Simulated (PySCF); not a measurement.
B(H) cation (BH), SMILES [BH] (connectivity only; charge and spin as stated), charge +1, multiplicity 2. Atoms are numbered in the order given.

```xyz
2

B      0.0000     0.0000    -0.2014
H      0.0000     0.0000     1.0071
```
Charge +1, spin multiplicity 2.

Geometry: PBE0-D3(BJ)/def2-TZVPD. The spin state was assumed, not searched.

Computed with PBE0/pcH-1 (PySCF).

Unrestricted Kohn–Sham, ⟨S²⟩ = 0.752. Hyperfine tensors hold the contact and dipolar terms, without spin-orbit corrections.

Computed hyperfine couplings:
```tsv
nucleus	A(iso) (MHz)	A(iso) (G)	dipolar principal values (MHz)
11B no. 1	945.5	337.4	-43.1, -43.1, 86.2
1H no. 2	366.0	130.6	-12.6, -12.6, 25.2
```
